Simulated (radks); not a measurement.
Question: The mean radii <r> (bohr) of the occupied orbitals of an atom or ion are listed with their occupations. All-electron calculation, non-relativistic Kohn-Sham, TPSS, spin-polarised, spherical densities, point nucleus; meta-GGA in the generalised Kohn-Sham scheme. Program: a radial shooting solver on a logarithmic mesh with Libxc functionals.

| orbital | occ. | <r> |
|---|---|---|
| 1s down | 1 | 0.01892 |
| 1s up | 1 | 0.01892 |
| 2s up | 1 | 0.07964 |
| 2s down | 1 | 0.07964 |
| 2p up | 3 | 0.06730 |
| 2p down | 3 | 0.06730 |
| 3s up | 1 | 0.2007 |
| 3s down | 1 | 0.2007 |
| 3p up | 3 | 0.1912 |
| 3p down | 3 | 0.1912 |
| 3d up | 5 | 0.1669 |
| 3d down | 5 | 0.1669 |
| 4s up | 1 | 0.4408 |
| 4s down | 1 | 0.4408 |
| 4p up | 3 | 0.4445 |
| 4p down | 3 | 0.4445 |
| 4d up | 5 | 0.4514 |
| 4d down | 5 | 0.4513 |
| 4f up | 7 | 0.4710 |
| 4f down | 7 | 0.4701 |
| 5s up | 1 | 0.9893 |
| 5s down | 1 | 0.9863 |
| 5p up | 3 | 1.060 |
| 5p down | 3 | 1.057 |
| 5d up | 5 | 1.280 |
| 5d down | 2 | 1.286 |

Name the element and its charge. Open shells, if any, are filled with parallel spins first.

Answer: Z = 80, mercury, charge +5: Hg5+ in [Xe] 4f14 5d7. The 1s radius gives Z: for a bare nucleus <r> = 1.5/Z, 0.01875 bohr for Z = 80, and screening makes it slightly larger (0.01892 here). The occupations add up to 75, and the charge is Z minus that.
